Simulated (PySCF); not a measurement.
Record of a relaxation.

Compound: SnMe4, C₄H₁₂Sn.
Bonds: Sn1–C2, Sn1–C6, Sn1–C10, Sn1–C14. Hydrogens: H3, H4, H5 on C2; H7, H8, H9 on C6; H11, H12, H13 on C10; H15, H16, H17 on C14.

Method: PBE0-D3(BJ)/def2-SVP geometry optimisation, gas phase, def2 core potentials past Kr (PySCF 2.14.0); density fitting, grid level 1; the optimiser is geomeTRIC in internal coordinates, started from a GFN2-xTB structure with every atom displaced at random (about 0.03 Å). The frame can shift and turn from step to step; on so coarse a grid that alone can change the energy by a few meV, and forces under 0.02 eV/Å are noise.

Step 0: E = -10166.7584 eV, largest atomic force 2.668 eV/Å
```
atom  x, y, z in Å  |  force x, y, z in eV/Å
Sn1     0.061   -0.076    0.013   -1.744   1.263  -0.088
C2     -0.018   -0.029    2.188    0.785   1.416   0.045
H3     -1.075    0.048    2.547    0.729   0.126  -0.143
H4      0.668    0.829    2.569   -1.344  -1.172  -0.473
H5      0.433   -0.951    2.538    0.086  -0.529   0.365
C6      2.056    0.020   -0.739    0.798  -0.399   1.011
H7      2.116   -0.103   -1.810   -0.092   0.195  -0.731
H8      2.671   -0.801   -0.314   -0.257   0.106  -0.012
H9      2.556    0.949   -0.407   -0.246  -0.036  -0.268
C10    -1.042    1.790   -0.689   -0.865  -0.862   0.589
H11    -0.962    1.878   -1.768    0.281   0.005  -0.579
H12    -0.595    2.688   -0.241   -0.045   0.040   0.110
H13    -2.173    1.784   -0.502    1.415  -0.150   0.170
C14    -1.082   -1.780   -0.723    2.279   0.716  -1.190
H15    -2.030   -1.902   -0.298   -1.878   0.004   0.855
H16    -0.472   -2.640   -0.477    0.215  -0.671   0.037
H17    -1.140   -1.705   -1.827   -0.119  -0.053   0.302
```

Step 1: E = -10167.1135 eV, largest atomic force 0.633 eV/Å
```
atom  x, y, z in Å  |  force x, y, z in eV/Å
Sn1     0.020   -0.033    0.005   -0.119  -0.157   0.198
C2     -0.027   -0.006    2.159    0.390  -0.344  -0.152
H3     -1.058    0.089    2.515   -0.090   0.039   0.079
H4      0.584    0.824    2.530   -0.034   0.192   0.093
H5      0.415   -0.937    2.549   -0.124   0.018   0.053
C6      2.036    0.042   -0.741    0.231  -0.322   0.186
H7      2.074   -0.057   -1.835   -0.056   0.101  -0.003
H8      2.635   -0.779   -0.312   -0.061   0.029  -0.035
H9      2.514    0.983   -0.434   -0.041   0.077  -0.089
C10    -0.987    1.705   -0.663   -0.180   0.433  -0.425
H11    -0.890    1.792   -1.758    0.030   0.072   0.086
H12    -0.552    2.602   -0.198   -0.059   0.039  -0.034
H13    -2.061    1.665   -0.436   -0.034   0.009   0.115
C14    -1.061   -1.744   -0.729    0.450  -0.162  -0.009
H15    -2.058   -1.829   -0.277   -0.013   0.041  -0.014
H16    -0.473   -2.645   -0.493   -0.161  -0.043  -0.017
H17    -1.141   -1.671   -1.823   -0.128  -0.024  -0.032
```

Step 2: E = -10167.1477 eV, largest atomic force 0.387 eV/Å
```
atom  x, y, z in Å  |  force x, y, z in eV/Å
Sn1     0.017   -0.031    0.008   -0.259   0.282  -0.055
C2     -0.009   -0.022    2.167    0.151  -0.267  -0.126
H3     -1.039    0.075    2.529   -0.095   0.014   0.055
H4      0.586    0.814    2.545    0.062   0.186   0.075
H5      0.424   -0.954    2.566   -0.070   0.042  -0.030
C6      2.043    0.021   -0.727    0.043  -0.107   0.021
H7      2.068   -0.067   -1.825   -0.025   0.035   0.055
H8      2.635   -0.803   -0.301   -0.021  -0.007  -0.008
H9      2.517    0.968   -0.434    0.004   0.037  -0.030
C10    -1.012    1.758   -0.688    0.241  -0.142  -0.117
H11    -0.914    1.854   -1.782    0.013  -0.022   0.084
H12    -0.584    2.658   -0.223    0.018  -0.016   0.019
H13    -2.079    1.713   -0.446   -0.144  -0.032   0.074
C14    -1.037   -1.766   -0.731    0.120  -0.079   0.067
H15    -2.040   -1.838   -0.277    0.119   0.017  -0.071
H16    -0.469   -2.681   -0.496   -0.084   0.051   0.020
H17    -1.134   -1.700   -1.823   -0.074   0.006  -0.032
```

Step 3: E = -10167.1561 eV, largest atomic force 0.100 eV/Å
```
atom  x, y, z in Å  |  force x, y, z in eV/Å
Sn1     0.009   -0.020    0.005   -0.070   0.071  -0.007
C2     -0.004   -0.023    2.163    0.051   0.013   0.004
H3     -1.036    0.073    2.532    0.006   0.001   0.013
H4      0.587    0.823    2.548   -0.037  -0.030  -0.014
H5      0.425   -0.955    2.559   -0.008   0.005  -0.014
C6      2.038    0.018   -0.722    0.001  -0.002   0.015
H7      2.056   -0.066   -1.818   -0.003  -0.001   0.006
H8      2.623   -0.811   -0.296   -0.002  -0.008  -0.004
H9      2.516    0.966   -0.435    0.015  -0.005  -0.006
C10    -1.010    1.756   -0.690    0.010  -0.034  -0.006
H11    -0.911    1.852   -1.782   -0.012  -0.012   0.010
H12    -0.581    2.655   -0.223    0.007  -0.009   0.011
H13    -2.080    1.707   -0.438    0.016   0.004  -0.005
C14    -1.027   -1.763   -0.735    0.038  -0.013  -0.010
H15    -2.029   -1.831   -0.284    0.025  -0.001  -0.021
H16    -0.469   -2.680   -0.494   -0.013   0.015   0.024
H17    -1.134   -1.702   -1.828   -0.023   0.005   0.004
```

Step 4: E = -10167.1572 eV, largest atomic force 0.025 eV/Å
```
atom  x, y, z in Å  |  force x, y, z in eV/Å
Sn1     0.004   -0.013    0.004    0.009   0.009   0.004
C2     -0.003   -0.023    2.161   -0.023   0.006   0.006
H3     -1.033    0.069    2.536    0.008  -0.006   0.003
H4      0.585    0.822    2.548    0.007   0.001   0.002
H5      0.428   -0.957    2.550    0.009  -0.006  -0.007
C6      2.036    0.015   -0.719   -0.015   0.019   0.007
H7      2.053   -0.068   -1.815    0.003  -0.007  -0.005
H8      2.614   -0.818   -0.293   -0.001  -0.007   0.000
H9      2.521    0.960   -0.434    0.012  -0.010   0.003
C10    -1.013    1.758   -0.692   -0.006   0.008   0.009
H11    -0.916    1.853   -1.783   -0.008  -0.004  -0.008
H12    -0.582    2.656   -0.225    0.004  -0.002  -0.001
H13    -2.081    1.710   -0.437    0.001   0.005  -0.005
C14    -1.022   -1.759   -0.736    0.003  -0.002  -0.023
H15    -2.024   -1.828   -0.288   -0.009  -0.004   0.001
H16    -0.465   -2.674   -0.489    0.007   0.001   0.012
H17    -1.132   -1.702   -1.829    0.001  -0.002   0.004
```

Step 5: E = -10167.1576 eV, largest atomic force 0.031 eV/Å
```
atom  x, y, z in Å  |  force x, y, z in eV/Å
Sn1     0.000   -0.006    0.003    0.015  -0.010   0.005
C2     -0.001   -0.024    2.160   -0.027   0.013   0.008
H3     -1.030    0.064    2.541    0.005  -0.006  -0.001
H4      0.586    0.820    2.550    0.008  -0.005  -0.001
H5      0.433   -0.960    2.542    0.013  -0.005  -0.003
C6      2.034    0.013   -0.716   -0.007   0.013  -0.003
H7      2.051   -0.071   -1.812    0.004  -0.003  -0.004
H8      2.605   -0.825   -0.291   -0.003  -0.005   0.001
H9      2.528    0.954   -0.431    0.005  -0.007   0.004
C10    -1.016    1.762   -0.694   -0.012   0.013   0.009
H11    -0.923    1.855   -1.786   -0.002   0.000  -0.007
H12    -0.583    2.660   -0.228    0.002   0.002  -0.006
H13    -2.085    1.717   -0.437    0.002   0.003  -0.001
C14    -1.019   -1.757   -0.737   -0.009   0.006  -0.009
H15    -2.022   -1.829   -0.292   -0.014  -0.002   0.006
H16    -0.459   -2.669   -0.483    0.010  -0.003   0.002
H17    -1.127   -1.704   -1.830    0.012  -0.005   0.001
```

Step 6: E = -10167.1579 eV, largest atomic force under 0.02 eV/Å
```
atom  x, y, z in Å  |  force x, y, z in eV/Å
Sn1    -0.004    0.001    0.003    0.008  -0.007   0.002
C2      0.000   -0.026    2.160   -0.015   0.004   0.003
H3     -1.026    0.056    2.548    0.001  -0.004  -0.003
H4      0.588    0.817    2.552    0.005  -0.001   0.000
H5      0.440   -0.963    2.531    0.007   0.000   0.001
C6      2.030    0.010   -0.713    0.003  -0.001  -0.008
H7      2.050   -0.074   -1.810    0.002   0.003  -0.001
H8      2.591   -0.835   -0.288   -0.003  -0.001   0.001
H9      2.536    0.944   -0.426   -0.002  -0.001   0.004
C10    -1.021    1.770   -0.696   -0.007   0.005   0.003
H11    -0.932    1.858   -1.788    0.002   0.000  -0.002
H12    -0.583    2.668   -0.235    0.001   0.004  -0.007
H13    -2.088    1.728   -0.435    0.002   0.000   0.005
C14    -1.016   -1.754   -0.737   -0.017   0.004   0.008
H15    -2.021   -1.829   -0.297   -0.005   0.001   0.002
H16    -0.453   -2.661   -0.475    0.005  -0.003  -0.006
H17    -1.119   -1.707   -1.831    0.014  -0.005  -0.002
```

**Question.** Summarise the path.

**Answer.** The energy falls by 9.21 kcal/mol from step 0 to step 6; nine tenths of that is first reached at step 2. It falls at every step. The largest force goes from 2.668 to under 0.02 eV/Å. Among the bonds Sn1–C10 changes most, from 2.279 to 2.157 Å; the atoms move by 0.062 Å rms after alignment.

The cost below is that of the whole optimisation. The run took 46 s wall on one thread of an Intel Xeon 6975P-C, shared host with 192 logical CPUs at a one-minute load of 26, and the process peaked at 0.56 GiB of memory.
